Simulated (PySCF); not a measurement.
Compound: C3H4Cl2Si.
SMILES with atom numbers: `[CH2:1]=[C:2]=[CH:3][SiH:4]([Cl:5])[Cl:6]` (hydrogens: H7, H8 on C1; H9 on C3; H10 on Si4)

Method: PBE0-D3(BJ)/def2-SVP geometry optimisation, gas phase in PySCF 2.14.0.

(1) List the bond lengths, angles and torsions at this level.

## Answers

(1) 
| bond | length (Å) | order |
| --- | --- | --- |
| C1=C2 | 1.306 | double |
| C2=C3 | 1.311 | double |
| C3–Si4 | 1.852 | single |
| Si4–Cl5, Si4–Cl6 | 2.059 | single |
| C1–H7, C1–H8 | 1.094 | single |
| C3–H9 | 1.099 | single |
| Si4–H10 | 1.483 | single |

Bonds in one row agree within 0.01 Å and their mean is given. Orders are formal, as drawn. A selection of angles:
| angle | degrees |
| --- | --- |
| C2–C1–H7 | 120.9 |
| H7–C1–H8 | 118.1 |
| C1–C2–C3 | 178.0 |
| C2–C3–Si4 | 122.0 |
| C2–C3–H9 | 119.4 |
| Si4–C3–H9 | 118.5 |
| C3–Si4–Cl5 | 108.9 |
| C3–Si4–H10 | 113.2 |
| Cl5–Si4–Cl6 | 109.6 |
| Cl5–Si4–H10 | 107.0 |

Dihedral angles: C2–C3–Si4–Cl5 127° (anticlinal). The mirror-image conformer, all signs reversed, is as good.

Si4 (chlorine-bound silicon) is distorted tetrahedral (angles from 107.0° to 113.2°).

Point group: C1 (no symmetry element, even within 0.4 Å). No PBE0-D3(BJ)/def2-SVP frequencies stand behind this structure, so it isn't proved a minimum. One conformer, not necessarily the lowest.

Hardware: one thread, Arm Neoverse V1 (aarch64), on a shared host. Cost: 35 s of wall time, 0.47 GiB resident at most. That covers the optimisation of the geometry.
